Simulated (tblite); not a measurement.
Start geometry of `Cl/C=C1\C[C@@H]2CC[C@H]1C2` from a force field or distance geometry (Å):
```
atom  x, y, z in Å
Cl1    3.7856    0.4420   -0.0657
C2     2.2163    1.1979    0.1311
C3     1.1001    0.4875    0.2229
C4     0.9581   -1.0064    0.1395
C5    -0.5400   -1.2474    0.1736
C6    -1.2575   -0.6928   -1.0354
C7    -0.9560    0.7971   -0.9607
C8    -0.3001    0.9852    0.3981
C9    -0.9006   -0.1725    1.1880
H10    2.1192    2.2677    0.2165
H11    1.3694   -1.3815    1.1166
H12    1.4796   -1.4589   -0.6919
H13   -0.8514   -2.2487    0.4727
H14   -0.9173   -1.1405   -1.9876
H15   -2.3436   -0.8010   -0.8521
H16   -1.8975    1.3817   -0.9757
H17   -0.2562    1.0800   -1.7712
H18   -0.4022    1.9376    0.8559
H19   -0.4141   -0.3475    2.1547
H20   -1.9970   -0.0688    1.2675
```

Task: What comes out of this run: GFN2-xTB geometry optimisation, gas phase in tblite?

Result: 
```
atom  x, y, z in Å
Cl1    3.7475    0.4291   -0.0789
C2     2.1979    1.1645    0.1508
C3     1.0883    0.4536    0.2308
C4     0.9523   -1.0429    0.1534
C5    -0.5657   -1.2271    0.2533
C6    -1.1942   -0.7102   -1.0470
C7    -1.0103    0.8174   -0.9449
C8    -0.3033    0.9944    0.4112
C9    -0.9431   -0.1217    1.2405
H10    2.2361    2.2393    0.2215
H11    1.4705   -1.5169    0.9898
H12    1.3738   -1.4440   -0.7691
H13   -0.8712   -2.2378    0.5190
H14   -0.7033   -1.1275   -1.9250
H15   -2.2503   -0.9767   -1.0943
H16   -1.9703    1.3333   -0.9404
H17   -0.4113    1.2204   -1.7602
H18   -0.3509    2.0047    0.8102
H19   -0.4796   -0.2426    2.2181
H20   -2.0179    0.0014    1.3582
```

The energy falls by 0.370 eV over 51 L-BFGS steps, the largest force on an atom goes from 1.23 to 0.008 eV/Å, and the atoms move by 0.133 Å rms after alignment. The bond that changes most is C4–H11 (allylic carbon to methylene hydrogen), which shortens by 0.032 Å. Bonds longer at the end by more than 0.005 Å: 9 of 21; shorter: 9. Among the angles that change most is Cl1–C2–H10, from 121.2° to 113.6°. Among the dihedrals that turn most is C4–C5–C6–H15, from -173° to 170°. Rotational constants go from 3322, 833.5, 795.2 to 3224, 840.1, 803.0 MHz. The orientation of the end geometry is arbitrary; only internal coordinates are fixed.

Its GFN2-xTB frequencies are all real (lowest 76 cm⁻¹).

These are computed values.
